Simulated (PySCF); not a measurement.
WO2(OH)2 (singlet state).
Cartesian coordinates in Å at the PBE0-D3(BJ)/def2-SVP level; atoms count from 1:
```xyz
7
H2O4W angstrom
W      0.2030    0.0550    0.1616
O      0.1647    0.3740    1.8353
O      1.8439    0.1668   -0.2842
O     -0.8083    1.3371   -0.7657
H     -0.7737    2.2963   -0.8300
O     -0.4491   -1.6706   -0.1856
H     -0.1806   -2.5586    0.0686
```

Computed, not measured: PBE0-D3(BJ)/def2-SVP geometry optimisation, gas phase, def2 core potentials past Kr in PySCF.

**Question.** Which atoms are bound to W1, and at what distances?

**Answer.** 4 atoms: O3 1.704 Å, O2 1.704 Å, O6 1.877 Å, O4 1.878 Å. The nearest atom not counted as bound is H5, at 2.64 Å (others tie with it).

**Question.** List the angles at W1.

**Answer.** 
```
   angle  degrees  distance of the outer atoms (Å)
O4–W1–O6    110.4                             3.08
O3–W1–O6    110.3                             2.94
O2–W1–O6    110.2                             2.94
O2–W1–O4    110.2                             2.94
O3–W1–O4    110.2                             2.94
O2–W1–O3    105.4                             2.71
```

**Question.** What is the shape at W1?

**Answer.** Distorted tetrahedral: angles from 105.4° to 110.4°; τ4 = (360° − α − β)/141° = 0.99 with α and β the two widest (0 for a square, 1 for a tetrahedron). The W–O distances aren't all alike: 1.704 to 1.878 Å.

**Question.** What are the other bond lengths?

**Answer.** O4–H5, O6–H7 0.962 Å.

**Question.** What are the rotational constants (commonest isotopes, rigid rotor)?

**Answer.** A = 3853, B = 3430, C = 3142 MHz: an asymmetric top.

Charge 0, singlet. No frequency check.
